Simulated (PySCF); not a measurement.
Computed XPS line lists of a few unrelated compounds.

Theory: delta-SCF UKS SCAN, pcX-2 on the ionised atom, pcseg-1 elsewhere, spin-free X2C in PySCF. Geometries: PBE0-D3(BJ)/def2-SVP; isolated species, one conformer each.

Line lists (1s up to Mg, 2p3/2 beyond; areas count atoms within a level, one atom standing for each set equivalent by bonding):
1. C 1s: 289.67 (area 1), 290.41 (area 1), 290.54 (area 1), 290.61 (area 1), 290.66 (area 1) eV
2. C 1s: 289.92 (area 1), 290.27 (area 2), 290.88 (area 1), 290.92 (area 1), 290.95 (area 1), 291.05 (area 2) eV; N 1s: 404.20 eV
3. C 1s: 289.70 (area 1), 289.87 (area 1), 289.88 (area 1), 289.90 (area 1), 289.94 (area 1), 290.09 (area 1), 290.18 (area 1), 290.38 (area 1), 290.64 (area 1) eV
4. C 1s: 290.34 eV; O 1s: 537.53 eV; Si 2p3/2: 107.17 eV

Structures:
A. `C=C(C)CC`
B. `C=Cc1ccccc1C`
C. `C1C[SiH2]O[SiH2]1`
D. `C=C(C)c1ccncc1`

Which list belongs to which compound?

- 1 = A: no other candidate has these counts of sites. C 1s: 289.67 terminal =CH2 carbon, 290.41 fully substituted alkene carbon, 290.54 methyl carbon, 290.61 allylic carbon, 290.66 allylic carbon.
- 2 = D: no other candidate has this set of levels. C 1s: 289.92 terminal =CH2 carbon, 290.27 aromatic CH carbon (×2), 290.88 fully substituted alkene carbon, 290.92 substituted aromatic carbon, 290.95 allylic carbon, 291.05 aromatic CH next to a ring nitrogen (×2); N 1s: 404.20 pyridine-type nitrogen.
- 3 = B: no other candidate has these counts of sites. C 1s: 289.70 terminal =CH2 carbon, 289.87 aromatic CH carbon, 289.88 aromatic CH carbon, 289.90 aromatic CH carbon, 289.94 aromatic CH carbon, 290.09 substituted aromatic carbon, 290.18 substituted aromatic carbon, 290.38 alkene CH carbon, 290.64 benzylic-type carbon.
- 4 = C: no other candidate has this set of levels. C 1s: 290.34 sp3 carbon bound to silicon (×2); O 1s: 537.53 siloxane oxygen; Si 2p3/2: 107.17 oxygen-bound silicon (×2).

The 2p values add to the ΔSCF energy of one spin-free hole a correction within the shell (spin–orbit coupling, ligand field). 11 of these hole states are spin-contaminated (⟨S²⟩ up to 0.95, against 0.75; counted from 0.85) and less certain.
